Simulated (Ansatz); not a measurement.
Molecule: C₄H₆GeS (charge 0, singlet). 
Coordinates optimised at B3LYP-D3(BJ)/def2-TZVP (Ansatz, an electronic-structure program):
SMILES: c1s[c]([GeH3])cc1
```xyz
12

Ge     1.7530     0.1111    -0.1043
C     -0.1891     0.1444    -0.0800
C     -1.0024     1.1076    -0.6239
C     -2.3881     0.8506    -0.4427
C     -2.6184    -0.3093     0.2396
S     -1.1464    -1.0868     0.6602
H      2.3140     0.1156     1.3278
H      2.2141     1.3723    -0.8509
H      2.2654    -1.1442    -0.8306
H     -0.6194     1.9771    -1.1400
H     -3.1752     1.4975    -0.8025
H     -3.5655    -0.7439     0.5145
```

Total electronic energies in hartree. Cores are frozen in the correlated levels unless marked. No spin-orbit coupling. Frozen are the shells of the preceding noble gas and the d and f shells that filled before the atom's block. Non-relativistic. CBS marks a two-point X^-3 extrapolation of the correlation energy; Hartree-Fock from the larger set. [CCSD(T)-MP2]/basis is that difference in the basis named.

The Hartree-Fock reference is unstable (checked in the largest basis), which strains HF and MP2. 

| level | program | energy (Eh) |
|---|---|---|
| HF/def2-SVPD | Ansatz | -2627.34201 |
| r2SCAN-D4/def2-TZVPD | Ansatz + dftd4 | -2631.15826 |
| B3LYP-D3(BJ)/def2-TZVPD | Ansatz + dftd3 | -2631.36996 |
| PBE0/def2-TZVP | Ansatz | -2630.69116 |
| PBE0/def2-TZVPD | Ansatz | -2630.69244 |
| PBE0/def2-QZVPP | Ansatz | -2630.75802 |
| r2SCANh/def2-TZVPD | Ansatz | -2631.13753 |
| B2GP-PLYP-D4/def2-TZVPD | Ansatz + dftd4 | -2630.37648 |
| B2GP-PLYP/def2-TZVPD | Ansatz | -2630.37077 |
| RPA@PBE/def2-QZVPP | Ansatz | -2629.52904 |
| MP2/STO-3G | Ansatz | -2598.34608 |
| MP2/6-31G | Ansatz | -2627.82905 |
| RI-MP2/def2-TZVPPD | Ansatz | -2628.84475 |
| SCS-MP2/def2-QZVPP | Ansatz | -2628.95936 |
| CCSD/STO-3G | Ansatz | -2598.40926 |
| CCSD/def2-SVPD | Ansatz | -2628.18005 |
| CCSD/def2-TZVPPD | Ansatz | -2628.88265 |
| CCSD/CBS(def2-TZVPP,def2-QZVPP) | Ansatz | -2629.0274 |
| CCSD(T)/STO-3G | Ansatz | -2598.41655 |
| CCSD(T)/def2-QZVPP | Ansatz | -2629.04686 |
| CCSD(T)/def2-QZVPPD | Ansatz | -2629.04773 |
| RI-MP2/CBS(def2-TZVPP,def2-QZVPP)+[CCSD(T)-MP2]/def2-QZVPP | Ansatz | -2629.0928 |
| CCSD(T)/CBS(def2-TZVPPD,def2-QZVPPD) | Ansatz | -2629.0868 |

Totals of different functionals don't rank their quality; only differences between species are comparable.
